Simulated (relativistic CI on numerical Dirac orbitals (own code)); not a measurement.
**Hyperfine structure of Ta XXV, mass number 181**

Calculated at this level of theory: Dirac-Coulomb-Breit CI, orbitals from a KLI potential per configuration, a model potential for QED, unscaled Slater integrals (own radial code, finite nucleus).

Configuration list (outside the closed core [Ar] 3d10 4s2): 4p⁶4d¹⁰4f³, 4p⁶4d¹⁰4f²5s, 4p⁶4d⁹4f⁴, 4p⁶4d¹⁰4f5s², 4p⁶4d¹⁰4f²5p, 4p⁶4d¹⁰4f5s5p, 4p⁶4d¹⁰4f5p², 4p⁶4d¹⁰4f²5d, 4p⁶4d¹⁰4f5s5d, 4p⁵4d¹⁰4f⁴, 4p⁶4d¹⁰4f5p5d, 4p⁶4d⁹4f²5s², 4p⁶4d¹⁰4f²5f, 4p⁶4d¹⁰4f5d², 4p⁶4d¹⁰4f²6s, 4p⁶4d¹⁰4f²6p. Levels of other configurations are missing.

Nuclear spin I = 7/2, μ = 2.365 μN, Q = 3.17 b (tables of Stone and Pyykkö). The electronic factors are computed for point nuclear moments, without core polarisation or the Bohr-Weisskopf and QED corrections.

```tsv
Level	E (cm⁻¹)	A (MHz)	B (MHz)
4p⁶4d¹⁰4f³ ⁴I°9/2	0.0	2540	3710
4p⁶4d¹⁰4f³ ⁴I°11/2	17570.9	1970	4380
4p⁶4d¹⁰4f³ ⁴I°13/2	32990.8	1687	5590
4p⁶4d¹⁰4f³ ⁴F°3/2	36037.5	2738	-2240
4p⁶4d¹⁰4f³ ⁴I°15/2	46625.9	1551	7280
4p⁶4d¹⁰4f³ ⁴F°5/2	47794.1	1792	-234
4p⁶4d¹⁰4f³ ⁴F°7/2	53062.0	1749	-7950
4p⁶4d¹⁰4f³ ⁴G°5/2	56725.1	2606	-4080
```

Levels with J = 0, under 50 % of one LS term, or S terms without an open s electron are left out. Small factors come from cancelling terms and can be off by tens of per cent or more.

At this charge energies of transitions that change n are usually good to better than 1 %, and those within a shell (Δn = 0) to a few per cent. Terms inside the open d or f shell come out 10 to 20 % too wide with unscaled integrals.

(1) Give the hyperfine levels of 4p⁶4d¹⁰4f³ ⁴I°9/2 relative to its centre of gravity.

Results:

(1) With K = F(F + 1) − I(I + 1) − J(J + 1), E = AK/2 + B[¾K(K + 1) − I(I + 1)J(J + 1)]/[2I(2I − 1)J(2J − 1)]: F = 1: -47190, F = 2: -42640, F = 3: -35710, F = 4: -26250, F = 5: -14110, F = 6: 954.3, F = 7: 19200, F = 8: 40930 MHz.

LS names give the leading component of a level, which can be under half, so a name can repeat, a term be missing and a line seem to break the LS rules.
